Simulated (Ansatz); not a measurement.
`[OH][SnH2][F]` and `[OH][SnH2][Br]` differ in one element.

Ansatz, PBE0-D4/def2-TZVP geometries, multiplicity 1. Each molecule was computed in one conformer, which needn't be the lowest.

Elements past krypton have def2 core potentials. Scalar relativity is left out up to krypton.

```
                                                                                  property  `[OH][SnH2][F]`
                                          size of the dipole moment (B3LYP/def2-TZVPP) / D             2.38
                                                     HOMO energy (ωB97M-V/def2-TZVPP) / eV           -11.37
                                        size of the dipole moment (ωB97M-V/def2-TZVPP) / D             2.40
                                            zero-point energy (PBE0-D4/def2-TZVP) / kJ/mol             75.4
ideal-gas entropy at 298 K and 1 bar (rigid rotor, harmonic PBE0-D4/def2-TZVP) / J/(mol·K)              308
                                            size of the dipole moment (PBE/def2-TZVPP) / D             2.22
```

(1) What does the change do to each property? (Estimate.)

## Answers

(1) Ansatz gave: 
```tsv
property	`[OH][SnH2][Br]`	shift
size of the dipole moment (B3LYP/def2-TZVPP) / D	1.71	-0.67
HOMO energy (ωB97M-V/def2-TZVPP) / eV	-10.54	0.83
size of the dipole moment (ωB97M-V/def2-TZVPP) / D	1.77	-0.63
zero-point energy (PBE0-D4/def2-TZVP) / kJ/mol	72.6	-2.8
ideal-gas entropy at 298 K and 1 bar (rigid rotor, harmonic PBE0-D4/def2-TZVP) / J/(mol·K)	333	25
size of the dipole moment (PBE/def2-TZVPP) / D	1.62	-0.60
```

With PBE0 the HOMO rises by 0.63 eV and the LUMO falls by 0.44 eV, so the gap narrows by about 1.07 eV. PBE moves the HOMO by 0.27 eV and ωB97M-V by 0.83 eV. Dipoles are sizes alone; their direction can turn.

B3LYP here is the variant with VWN-RPA as its local correlation; programs differ in this.

Spin–orbit coupling is left out; it splits and shifts lone-pair levels of the heavy atoms by tenths of an eV.
